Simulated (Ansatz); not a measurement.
## A geometry optimisation of C5H9Al with B3LYP/def2-SVP

The starting geometry of this gas-phase singlet was optimised with GFN2-xTB; its bonds are those of `C#C[C@@H](C)[AlH][CH3]`.

```xyz
15

C    -2.4003    0.4407    0.3290
C    -1.3041   -0.0475    0.3016
C     0.0284   -0.6072    0.2656
C     0.4408   -1.0395   -1.1547
C     0.9036    2.3195    2.1249
Al    1.2938    0.8789    0.8184
H    -3.3677    0.8465    0.3469
H     0.0245   -1.4962    0.9159
H    -0.1335   -1.8997   -1.4989
H     0.2896   -0.2202   -1.8587
H     1.5027   -1.2995   -1.1668
H     2.6455    0.8037    0.0596
H     0.2955    3.1267    1.6995
H     0.3408    1.9413    2.9877
H     1.8134    2.7886    2.5167
```

**Question.** Predict what becomes of its bonds when it is optimised with B3LYP/def2-SVP.

**Answer.** It rearranges, giving a structure given below by its coordinates. Contacts that open: C3–Al6 (2.03 → 3.96 Å). Contacts that close: C1–Al6 (3.75 → 1.95 Å).

The energy falls by 0.77 eV over 68 steps:

| step | E − E(last) (eV) |
| --- | --- |
| 1 | 0.771 |
| 8 | 0.629 |
| 16 | 0.505 |
| 23 | 0.281 |
| 31 | 0.160 |
| 38 | 0.154 |
| 46 | 0.115 |
| 53 | 0.036 |
| 61 | 0.001 |
| 68 | 0.000 |

Final geometry (Å):

```xyz
15

C    -0.6183    0.4580    1.0073
C    -0.3122   -0.6355    0.3397
C     0.0489   -1.7070   -0.3308
C     0.0510   -1.8398   -1.8344
C     0.3773    3.4101    2.4186
Al    0.7695    1.7641    1.4238
H    -1.6689    0.5904    1.3119
H     0.3704   -2.5828    0.2497
H    -0.6174   -2.6553   -2.1611
H    -0.2796   -0.9113   -2.3224
H     1.0609   -2.0829   -2.2073
H     2.2432    1.4493    0.9223
H     0.6219    4.3013    1.8123
H    -0.6765    3.4975    2.7301
H     1.0029    3.4800    3.3269
```

No frequencies were run, so the end isn't proven a minimum. Run with Ansatz 0.2.0, 3.9 min on 2 threads of Arm Neoverse V1 (shared host).
